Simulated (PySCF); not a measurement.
Computed IR spectrum (relative IR intensity) of a molecule C5H10. Geometry optimised at PBE0-D3(BJ)/def2-SVP. The values are those of a single conformer. Calculation: PBE0-D3(BJ)/def2-SVP (PySCF). Frequencies are harmonic and unscaled.

ν (cm⁻¹): 431 (vw), 540 (m), 786 (w), 805 (w), 921 (vs), 952 (vw), 986 (vw), 1026 (w), 1050 (vw), 1095 (w), 1262 (vw), 1301 (vw), 1351 (vw), 1390 (w), 1396 (w), 1443 (w), 1455 (m), 1463 (m), 1471 (w), 1481 (w), 1749 (m), 3040 (s), 3045 (m), 3056 (s), 3110 (m), 3121 (m), 3152 (vs), 3157 (w), 3164 (m), 3256 (m) (against the strongest line: vs over 80 %, s over 45 %, m over 15 %, w over 4 %, vw less)

Which molecule gave these data?
(A) C1CCCC1
(B) C=C(C)CC
(C) CCC1CC1
(D) C/C=C/CC

B, C=C(C)CC
